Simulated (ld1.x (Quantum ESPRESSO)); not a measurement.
Ca TM: all-electron and pseudo phase curves

* Element: calcium
* Generator: ld1.x (Quantum ESPRESSO) 7.5
* Type: norm-conserving Troullier–Martins (Kleinman–Bylander form)
* Functional: PBE
* Relativity: scalar-relativistic
* Frozen core: [Ne]
* Valence charge: 10
* Reference configuration: 3s2 3p6 3d0 4s1 4p1
* Partial waves: 3s (bound): rc 1.85 bohr; 3p (bound): rc 1.75 bohr; 3d (bound, empty): rc 1.50 bohr
* Local potential: all-electron potential smoothed inside 1.30 bohr (lloc = -1)
* Core correction: none

Occupied shells without a wave of their own: 4p, 4s. They enter only through the test configuration that unscreens the potential.

The phase is arctan(r·u′/u) with u = r·R(r), unwrapped; energies in Ry, scanned from -6 to 5 Ry. A pole is an energy at which the radial function vanishes at the test radius. The pseudo phase is shifted by a multiple of π to meet the all-electron one at the reference energy, and phase errors are pseudo minus all-electron; the curves can meet again beyond the range given. Levels narrower than the energy grid can be missing from the lists of poles.

```
channel  radius (bohr)  reference energy (Ry)  poles, all-electron  poles, pseudo  unbroken range about the reference energy with phases within 0.05 rad  phase error 1 Ry above the reference energy (rad)
      s           2.01                  -3.56                -3.07    -3.08, 4.09                                                             below -0.2                                             -0.003
      p           2.01                  -2.16                -1.46          -1.46                                                              below 2.3                                             -0.001
      d           2.01                  -0.22                 0.95           0.96                                                              below 3.6                                             +0.002
```

Phases in the p channel:

```json
{"E (Ry)": "-6.00", "all-electron": "1.329", "pseudo": "1.328"}
{"E (Ry)": "-5.74", "all-electron": "1.319", "pseudo": "1.319"}
{"E (Ry)": "-5.48", "all-electron": "1.309", "pseudo": "1.309"}
{"E (Ry)": "-5.22", "all-electron": "1.298", "pseudo": "1.297"}
{"E (Ry)": "-4.96", "all-electron": "1.284", "pseudo": "1.284"}
{"E (Ry)": "-4.70", "all-electron": "1.268", "pseudo": "1.267"}
{"E (Ry)": "-4.44", "all-electron": "1.248", "pseudo": "1.247"}
{"E (Ry)": "-4.18", "all-electron": "1.222", "pseudo": "1.222"}
{"E (Ry)": "-3.92", "all-electron": "1.189", "pseudo": "1.189"}
{"E (Ry)": "-3.66", "all-electron": "1.143", "pseudo": "1.143"}
{"E (Ry)": "-3.40", "all-electron": "1.074", "pseudo": "1.073"}
{"E (Ry)": "-3.14", "all-electron": "0.958", "pseudo": "0.957"}
{"E (Ry)": "-2.88", "all-electron": "0.725", "pseudo": "0.724"}
{"E (Ry)": "-2.62", "all-electron": "0.159", "pseudo": "0.158"}
{"E (Ry)": "-2.36", "all-electron": "-0.741", "pseudo": "-0.741"}
{"E (Ry)": "-2.10", "all-electron": "-1.223", "pseudo": "-1.223"}
{"E (Ry)": "-1.84", "all-electron": "-1.428", "pseudo": "-1.428"}
{"E (Ry)": "-1.58", "all-electron": "-1.536", "pseudo": "-1.536"}
{"E (Ry)": "-1.32", "all-electron": "-1.604", "pseudo": "-1.605"}
{"E (Ry)": "-1.06", "all-electron": "-1.653", "pseudo": "-1.654"}
{"E (Ry)": "-0.80", "all-electron": "-1.692", "pseudo": "-1.693"}
{"E (Ry)": "-0.54", "all-electron": "-1.725", "pseudo": "-1.726"}
{"E (Ry)": "-0.28", "all-electron": "-1.755", "pseudo": "-1.757"}
{"E (Ry)": "-0.02", "all-electron": "-1.784", "pseudo": "-1.786"}
{"E (Ry)": "0.24", "all-electron": "-1.813", "pseudo": "-1.816"}
{"E (Ry)": "0.50", "all-electron": "-1.844", "pseudo": "-1.848"}
{"E (Ry)": "0.76", "all-electron": "-1.877", "pseudo": "-1.883"}
{"E (Ry)": "1.02", "all-electron": "-1.915", "pseudo": "-1.923"}
{"E (Ry)": "1.28", "all-electron": "-1.959", "pseudo": "-1.970"}
{"E (Ry)": "1.54", "all-electron": "-2.012", "pseudo": "-2.027"}
{"E (Ry)": "1.80", "all-electron": "-2.079", "pseudo": "-2.101"}
{"E (Ry)": "2.06", "all-electron": "-2.165", "pseudo": "-2.197"}
{"E (Ry)": "2.32", "all-electron": "-2.280", "pseudo": "-2.330"}
{"E (Ry)": "2.58", "all-electron": "-2.441", "pseudo": "-2.518"}
{"E (Ry)": "2.84", "all-electron": "-2.664", "pseudo": "-2.783"}
{"E (Ry)": "3.10", "all-electron": "-2.964", "pseudo": "-3.125"}
{"E (Ry)": "3.36", "all-electron": "-3.312", "pseudo": "-3.486"}
{"E (Ry)": "3.62", "all-electron": "-3.637", "pseudo": "-3.790"}
{"E (Ry)": "3.88", "all-electron": "-3.890", "pseudo": "-4.011"}
{"E (Ry)": "4.14", "all-electron": "-4.073", "pseudo": "-4.165"}
{"E (Ry)": "4.40", "all-electron": "-4.203", "pseudo": "-4.276"}
{"E (Ry)": "4.66", "all-electron": "-4.298", "pseudo": "-4.357"}
{"E (Ry)": "4.92", "all-electron": "-4.369", "pseudo": "-4.419"}
```
